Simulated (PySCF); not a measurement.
# Computed properties of HSi, SMILES [SiH]

HSi, SMILES [SiH] (connectivity only; charge and spin as stated), charge +1, multiplicity 1. Geometry optimised at r2SCAN-D4/def2-TZVPD. Other conformers were not sampled. All values are computed for the isolated molecule unless a solvent is named; none is compared with measurement here.

**Structure.** The optimised structure has C∞v symmetry. All 1 harmonic modes at r2SCAN-D4/def2-TZVPD (PySCF) are real, so it is a minimum.

**Vibrations.** The strongest infrared lines (harmonic, unscaled, degenerate partners summed) lie at 2113 cm⁻¹ (74 km/mol, H 97 %). The softest mode is at 2113 cm⁻¹ and the zero-point energy is 3.0 kcal/mol.

**Electronic structure.** r2SCAN/def2-TZVPD (PySCF) places the frontier levels at -14.50 and -11.32 eV, a gap of 3.18 eV and a mean polarisability of 20.8 bohr³. PBE/def2-TZVPD (PySCF) at the same geometry gives -14.28 and -11.53 eV, so its gap is 0.43 eV narrower. An orbital gap is neither the optical nor the fundamental gap.

**Excitations.** TDA-ωB97X/def2-TZVPD (PySCF) has S1 at 3.39 eV (366 nm, f = 0.049, weak); the most intense of the 10 singlets computed lies at 12.02 eV (f = 1.98). Strengths of degenerate partners are summed. T1 (TDA) is at 2.10 eV, 1.29 eV under S1. TDA-PBE/def2-TZVPD (PySCF) puts S1 at 3.32 eV. No vertical singlet excitation falls in the visible range (under 3.1 eV).

**NMR.** GIAO shifts at PBE0/pcSseg-2 (PySCF) (non-relativistic, atoms alike by connectivity averaged): ¹H at 8.4 ppm against TMS; ²⁹Si at 871.5 ppm against TMS.
